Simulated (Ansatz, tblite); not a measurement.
Isomers of Cu8Te4⁻ (doublet), found by a short tight-binding search and relaxed with PBE-D4/def2-SVP in Ansatz.

In the def2 sets Te takes a core potential; there is no spin–orbit coupling. The xTB rows come from tblite. Correlated methods freeze 88 core orbitals; core or outer-core shells of Te are correlated, in sets that lack core-valence functions. Single mean-field runs in def2-TZVP are fitted with def2-universal-jkfit.

Other spin states weren't relaxed.

A:

```xyz
12

Cu   -1.059    0.380   -1.707
Cu   -0.098   -2.648    0.050
Cu    1.370    1.116    0.897
Cu   -0.787    2.045    0.231
Cu    1.134    1.614   -1.437
Cu    1.053   -0.669   -0.661
Cu    0.824   -1.016    1.931
Cu   -1.249   -0.407    0.694
Te   -0.510    1.105    2.683
Te   -2.124   -1.880   -1.203
Te   -0.898    2.925   -2.165
Te    2.344   -2.566    0.688
```

B:

Cartesian coordinates in Å:
```
Cu 2.027 1.701 -1.427
Cu -1.450 -1.679 -0.373
Cu -1.065 -0.182 1.763
Cu -1.792 0.853 -0.456
Cu 0.774 -1.558 0.808
Cu 0.442 1.490 0.573
Cu 2.432 0.053 0.184
Cu 0.373 -0.126 -1.395
Te 1.356 0.177 2.626
Te 0.646 -2.665 -1.449
Te -0.350 2.536 -1.712
Te -3.393 -0.601 0.860
```

C:

```
atom   x (Å)   y (Å)   z (Å)
 Cu1  -1.175  -2.141   0.891
 Cu2   1.065  -2.353  -0.268
 Cu3   0.607  -0.362   1.241
 Cu4   0.549  -0.356  -1.482
 Cu5   1.511   1.544  -0.188
 Cu6  -1.559  -0.158  -0.392
 Cu7  -0.613   1.773  -1.514
 Cu8  -0.781   1.761   0.995
 Te9  -1.697  -0.178   2.431
Te10   2.904  -0.616   0.051
Te11  -1.073  -2.693  -1.576
Te12   0.262   3.779  -0.188
```

D:

```xyz
12

Cu   -0.716    1.364    1.691
Cu   -1.567   -0.259   -0.042
Cu    0.268    1.434   -0.631
Cu    0.065   -0.740   -1.927
Cu    2.071   -0.353   -0.381
Cu    0.903   -0.358    1.789
Cu   -2.042    2.187   -0.077
Cu    0.160   -2.117    0.232
Te   -1.716    1.040   -2.360
Te    2.109    1.771    1.116
Te   -1.356   -1.426    2.227
Te    1.820   -2.542   -1.637
```

Problem. Estimate their order by electronic energy at PBE0-D4/def2-TZVP, counted from the lowest.

Solution. D (0.0) < B (1.1) < C (7.2) < A (9.3), in kcal/mol.

Problem. Do the other levels pick the same lowest one?

Solution. Not GFN2-xTB, PBE-D4/def2-SVP, PBE-D4/def2-TZVP, BLYP-D4/def2-TZVP, r2SCAN-D4/def2-TZVP, RPA@PBE/def2-SVP. Energies above each level's lowest (kcal/mol):

| level | A | B | C | D |
| --- | --- | --- | --- | --- |
| GFN1-xTB | 10.5 | 2.4 | 8.0 | 0.0 |
| GFN2-xTB | 0.0 | 3.8 | 5.9 | 7.8 |
| HF/def2-SVP | 13.3 | 2.3 | 8.9 | 0.0 |
| PBE-D4/def2-SVP | 3.7 | 0.0 | 5.2 | 0.3 |
| PBE-D4/def2-TZVP | 5.1 | 0.0 | 5.9 | 0.1 |
| BLYP-D4/def2-TZVP | 3.9 | 0.0 | 6.8 | 0.4 |
| r2SCAN-D4/def2-TZVP | 5.6 | 0.0 | 6.5 | 0.4 |
| PBE0-D4/def2-SVP | 7.8 | 0.9 | 6.3 | 0.0 |
| PBE0-D4/def2-TZVP | 9.3 | 1.1 | 7.2 | 0.0 |
| RPA@PBE/def2-SVP | 5.3 | 0.0 | 5.6 | 0.1 |
| MP2/def2-SVP | 9.6 | 0.2 | 8.5 | 0.0 |
Point groups (tolerance 0.1 Å): A not assigned, B not assigned, C Cs, D Cs. Lower isomers may exist.
